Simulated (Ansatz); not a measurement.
Computed with Ansatz on PBE0-D4/def2-TZVP structures; ΔE is electronic, products minus reactants. CCSD(T)/CBS is the MP2 limit (def2-TZVPP, def2-QZVPP) plus CCSD(T) − MP2 in def2-TZVPP, frozen cores. DFT in def2-TZVPP. B3LYP here is the variant with VWN-RPA as its local correlation; programs differ in this. One conformer a species, not always the lowest.

Consider the redistribution: `CCS[Si](O)(O)O` + `CCO[SiH2]Cl` → `CCO[Si](O)(O)O` + `CCS[SiH2]Cl`.

`CCS[Si](O)(O)O`:

Z-matrix (Å, degrees):
```
C
C 1 1.513
H 1 1.094 2 110.1
H 1 1.092 2 110.9 3 -119.7
H 1 1.090 2 110.7 3 120.0
S 2 1.831 1 113.1 3 177.4
H 2 1.092 1 111.3 3 59.8
H 2 1.091 1 111.6 3 -59.8
Si 6 2.109 2 100.8 1 90.0
O 9 1.635 6 106.6 2 -171.9
O 9 1.634 6 108.5 2 -47.6
O 9 1.635 6 115.3 2 69.6
H 10 0.959 9 117.1 6 50.3
H 11 0.960 9 115.6 6 153.9
H 12 0.959 9 116.8 6 66.7
```

`CCO[SiH2]Cl`:

Z-matrix (Å, degrees):
```
C
C 1 1.507
H 1 1.091 2 110.5
H 1 1.092 2 110.7 3 120.1
H 1 1.093 2 110.2 3 -119.9
O 2 1.421 1 109.2 3 -59.5
H 2 1.098 1 110.5 3 179.7
H 2 1.096 1 110.6 3 60.7
Si 6 1.625 2 124.4 1 -170.1
Cl 9 2.058 6 111.1 2 -63.1
H 9 1.475 6 106.9 2 178.6
H 9 1.483 6 111.3 2 54.7
```

`CCO[Si](O)(O)O`:

Z-matrix (Å, degrees):
```
C
C 1 1.510
H 1 1.093 2 110.3
H 1 1.091 2 110.5 3 120.0
H 1 1.092 2 110.5 3 -119.8
O 2 1.420 1 111.0 3 177.4
H 2 1.094 1 110.7 3 58.8
H 2 1.096 1 110.3 3 -59.9
Si 6 1.623 2 124.4 1 100.5
O 9 1.632 6 107.0 2 -46.4
O 9 1.633 6 115.5 2 71.1
O 9 1.631 6 106.5 2 -170.4
H 10 0.958 9 116.5 6 159.9
H 11 0.958 9 116.5 6 79.5
H 12 0.958 9 116.5 6 35.9
```

`CCS[SiH2]Cl`:

```xyz
12

C     0.952    0.896    1.035
C    -0.497    0.895    0.601
S    -0.735    0.727   -1.205
Si   -0.369   -1.330   -1.479
Cl   -1.682   -2.492   -0.394
H     1.020    1.055    2.115
H     1.509    1.691    0.536
H     1.440   -0.053    0.805
H    -0.980    1.843    0.843
H    -1.071    0.109    1.097
H     0.979   -1.749   -1.032
H    -0.566   -1.591   -2.922
```

```
             level  ΔE (kJ/mol)
            PBE-D4        -10.2
         r2SCAN-D4        -11.5
          B3LYP-D4        -10.9
           ωB97X-V        -10.4
     HF/def2-TZVPP        -13.1
    MP2/def2-TZVPP        -10.8
SCS-MP2/def2-TZVPP        -10.6
     MP2/CBS(def2)        -10.9
```

(1) What does CCSD(T)/CBS give? (An estimate is asked.)

Largest T1 diagnostic among the species: 0.011.

Results:

(1) Ansatz gave: -12.6 kJ/mol. The listed levels differ from it by 2.4, 1.1, 1.7, 2.2, -0.5, 1.8, 2.0, 1.7 kJ/mol.
